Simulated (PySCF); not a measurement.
**Excitation energy of Br by level of theory**

Br [Ar] 3d10 4s2 4p5 (2P) → Br [Ar] 3d10 4s1 4p6 (2S), as a difference of total energies. Computed with PySCF 2.14 in x2c-TZVPPall with one added diffuse shell each of s, p, d type (7s6p5d1f, 57 functions), with the spin-free X2C one-electron Hamiltonian (Gaussian nucleus). Correlated levels: valence: [Ar] 3d10 frozen; valence and next inner shell: [Ne] frozen. The calculations carry no spin-orbit coupling.

```tsv
method	excitation energy (eV)
UHF	15.108
LDA	12.265
PBE	12.324
PBE0	13.033
r2SCAN	12.864
wB97X-V	13.253
HSE06	13.040
BHandHLYP	13.735
TPSSh	12.790
MP2 (valence)	13.070
SCS-MP2 (valence)	12.846
MP2 (valence and next inner shell)	13.100
SCS-MP2 (valence and next inner shell)	12.854
```

**Question.** How much does correlation contribute at MP2 (valence and next inner shell)?

**Answer.** 13.100 − (15.108) = -2.008 eV, measured against UHF.

A first-order spin-orbit estimate (lowest level to lowest level, LS coupling) adds 0.148 eV.

The upper state lies above the first ionisation limit, where it may autoionise and the basis confines it.
